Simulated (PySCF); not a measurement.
Compound: C₅H₆F₂NS (charge +1).
Structure used (GFN2-xTB), in Å, numbered top down from 1:
```
atom  x, y, z in Å
C1    -1.9054   -0.4200    0.4790
C2    -1.0945    0.3750   -0.5373
N3     0.3275    0.3172   -0.2113
C4     1.1535   -0.6971   -0.6099
C5     2.4118   -0.5580   -0.1265
F6     3.4228   -1.3538   -0.3329
S7     2.5970    0.8709    0.8615
C8     0.9477    1.1932    0.5595
F9     0.3210    2.2288    1.0407
H10   -1.5951   -1.4613    0.5021
H11   -2.9537   -0.3810    0.1980
H12   -1.8065    0.0029    1.4754
H13   -1.4074    1.4209   -0.5386
H14   -1.2202   -0.0385   -1.5388
H15    0.7971   -1.4913   -1.2429
```

NICS = −σ at a ghost point: NICS(0) at the centroid of the ring atoms, NICS(1) 1 Å to either side along the normal of their mean plane, zz for the tensor component along that normal. Level: GIAO PBE0/pcSseg-1 (PySCF, non-relativistic, gas phase) on the GFN2-xTB geometry, one conformer.

Ring bond lengths (Å), with Mayer bond orders in brackets: N3–C4 1.367 (1.02), C4–C5 1.355 (1.54), C5–S7 1.747 (1.14), S7–C8 1.707 (1.22), C8–N3 1.321 (1.36).

Q: What do the NICS probes read (ppm)?

A: 
```
          ring                                                     type  NICS(0)  NICS(1), two faces  NICS(1)zz, two faces  rms pucker (Å)  centre to ring atoms, mean (Å)
N3–C4–C5–S7–C8  5-membered ring with N and S; formal bonds all aromatic    -14.3         -9.2 / -9.2         -19.0 / -19.6            0.00                            1.27
```

Q: What can be read from them?

A: 
- N3–C4–C5–S7–C8: mean NICS(1)zz -19.3 ppm, shielded. NICS(0) lies 5 ppm below the mean NICS(1).

Q: And the bond-length index? HOMA takes Krygowski's 1993 parameters.

A: 
- N3–C4–C5–S7–C8: HOMA 0.81; the largest term is that of C5–S7, α(R − Ropt)² = 0.46.

Q: List the ring angles and the Hirshfeld charges of the ring atoms.

A: 
- N3–C4–C5–S7–C8: N3 112.2° (+0.041 e), C4 112.4° (+0.006 e), C5 112.6° (+0.101 e), S7 87.2° (+0.282 e), C8 115.6° (+0.190 e); sum 540.0° against 540° for a flat convex ring.

Hardware: an Arm Neoverse V1 with one thread, shared host. Cost: 34 s of wall time. This is the whole shielding run at PBE0/pcSseg-1, SCF included.
